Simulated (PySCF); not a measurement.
# Polarisability and C₆ of Ir⁺ (iridium, charge +1)

[Xe] 4f14 5d7 6s1, high-spin 5F determinant. All numbers are calculated (PySCF 2.14, a scalar-relativistic core potential, in def2-TZVPPD with the def2 core potential (60 electrons) (6s5p3d2f1g, 59 functions)). Coupled (time-dependent) response in atomic units; α is the mean over directions.

| method | mean α (bohr³) | C₆ (like pair) | S(−4) |
| --- | --- | --- | --- |
| PW91 | 21.84 | 165.9 | 188.1 |

S(−4) is the Cauchy moment in α(ω) = α(0) + S(−4) ω² + …

Spin-orbit coupling is absent.

α(iu) at PW91:

```json
{"u (hartree)": "0", "α(iu) (bohr³)": "21.84"}
{"u (hartree)": "0.0500", "α(iu) (bohr³)": "21.39"}
{"u (hartree)": "0.100", "α(iu) (bohr³)": "20.17"}
{"u (hartree)": "0.200", "α(iu) (bohr³)": "16.75"}
{"u (hartree)": "0.300", "α(iu) (bohr³)": "13.60"}
{"u (hartree)": "0.500", "α(iu) (bohr³)": "9.517"}
{"u (hartree)": "0.750", "α(iu) (bohr³)": "6.873"}
{"u (hartree)": "1.00", "α(iu) (bohr³)": "5.331"}
{"u (hartree)": "1.50", "α(iu) (bohr³)": "3.509"}
{"u (hartree)": "2.00", "α(iu) (bohr³)": "2.461"}
{"u (hartree)": "3.00", "α(iu) (bohr³)": "1.373"}
{"u (hartree)": "5.00", "α(iu) (bohr³)": "0.5870"}
```

A single London oscillator, α(iu) = α/(1 + u²/ω²), gives C₆ = (3/4) ω α². Matching the computed C₆ needs ω = 4 × 165.9 / (3 × 21.84²) = 0.464 hartree.

For an ion, C₆ is the dispersion term alone; charge-induced terms of lower order in 1/R come first.

Energies and moments cover only the electrons outside the core potential. Spin-orbit coupling, absent here, splits the open shell strongly.
